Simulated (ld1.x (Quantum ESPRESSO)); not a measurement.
The numbers below are computed, except where a source is named.
**Potentials for chlorine (Cl) compared**

Generated with ld1.x 7.5 (TM, RRKJ, ultrasoft, PAW), atompaw 4.2 or ONCVPSP 4.0.1. The cutoff is in Ry: for ld1.x and atompaw files where the sum of valence levels is converged to 10 mRy in a Bessel basis, for ONCV files where the hardest occupied wave has 1 mHa per electron of residual kinetic energy. The error is the largest all-electron minus pseudo excitation energy over each file’s own four to seven test configurations (ionisations up to +4, promotions, holes and added fractions of an electron), all of which were solved. The labels leave out finer settings (local radius, basis sizes, second energies), which also bear on the numbers. Spin-polarised tests are not counted. The rows are a selection from randomly drawn settings: files with unsolved tests, undetermined cutoffs or missed reference levels are left out.

| potential | cutoff (Ry) | largest error (meV) | bound ghosts |
| --- | --- | --- | --- |
| TM semilocal, LDA (PZ), non-relativistic, rc 1.20/1.05 (sp), local s, core correction yes, reference 3s1.5 3p5.5 | 100 | +83 | none |
| PAW, PBE, non-relativistic, rc 0.65/0.80/0.80 (spd), local smoothed, core correction yes, reference 2s2 2p6 3s2 3p4.5 | 300 | +335 | none |
| RRKJ, LDA (PZ), scalar-relativistic, rc 1.20/1.35 (sp), local p, core correction no, reference 3s2 3p4 | 35 | +238 | none |

(1) Fill in the row for Cl: TM, PBE, scalar-relativistic, rc 1.35/1.15/1.20 (spd), local d, core correction yes, reference 3s2 3p4.5.

(2) Fill in the row for Cl: TM semilocal, LDA (PZ), non-relativistic, rc 1.30/1.05/1.00 (spd), local d, core correction yes, reference 3s2 3p5.

(3) Fill in the row for Cl: TM, PBEsol, non-relativistic, rc 1.20/1.25 (sp), local p, core correction no, reference 3s2 3p5.

Results:

(1) cutoff 70 Ry, largest error +153 meV, bound ghosts: none.

(2) cutoff 100 Ry, largest error +212 meV, bound ghosts: none.

(3) cutoff 55 Ry, largest error +231 meV, bound ghosts: none.
